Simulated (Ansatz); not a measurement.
The pair A = NH3 (SMILES N) (first 4 atoms), B = COS (SMILES O=C=S); geometry from B3LYP-D3(BJ)/def2-TZVP.
(charge 0, multiplicity 1):
```xyz
7

N      0.081    -0.085     0.027
H      0.717     0.697    -0.087
H      0.501    -0.886    -0.430
H     -0.770     0.138    -0.476
O      1.194     1.015     2.807
C      0.417     0.233     3.155
S     -0.622    -0.813     3.667
```

Cores are frozen in the correlated methods. MP2 and its Hartree–Fock in aug-cc-pV(Q+d)Z, aug-cc-pV(T+d)Z are density fitted.

Run with Ansatz (a first-principles code) with Gaussian orbitals. Values without a source in brackets are computed.

The counterpoise-corrected interaction energy is E(AB) − E(A in the pair's basis) − E(B in the pair's basis). Total energies (hartree):

| level | AB | A in the pair's basis | B in the pair's basis |
|---|---|---|---|
| HF/aug-cc-pV(T+d)Z | -566.5642845 | -56.2202732 | -510.3434402 |
| MP2/aug-cc-pV(T+d)Z | -567.3621478 | -56.4606390 | -510.8988449 |
| HF/aug-cc-pV(Q+d)Z | -566.5782886 | -56.2238995 | -510.3538483 |
| MP2/aug-cc-pV(Q+d)Z | -567.4257540 | -56.4777132 | -510.9452648 |
| CCSD(T)/aug-cc-pV(T+d)Z | -567.4167155 | -56.4806349 | -510.9333573 |

### Question
Work out the counterpoise-corrected interaction energy at the basis-set limit: extrapolate the MP2 correlation part as X⁻³, take Hartree–Fock from the larger set, and add the CCSD(T) − MP2 difference of aug-cc-pV(T+d)Z.

### Answer

1. Differences (1 hartree = 627.509 kcal/mol): HF/aug-cc-pV(T+d)Z -0.358; MP2/aug-cc-pV(T+d)Z -1.672; HF/aug-cc-pV(Q+d)Z -0.339; MP2/aug-cc-pV(Q+d)Z -1.742; CCSD(T)/aug-cc-pV(T+d)Z -1.709.
2. Correlation parts, MP2 less HF: -1.313 in aug-cc-pV(T+d)Z (X = 3), -1.403 in aug-cc-pV(Q+d)Z (X = 4).
3. Limit (4³·(-1.403) − 3³·(-1.313))/(4³ − 3³) = -1.468; with HF/aug-cc-pV(Q+d)Z it gives -1.807.
4. CCSD(T) less MP2 in aug-cc-pV(T+d)Z: -0.037.
Result: -1.84 kcal/mol, against -1.67 at MP2/aug-cc-pV(T+d)Z. It is an estimate of this method's limit, not of the exact value.
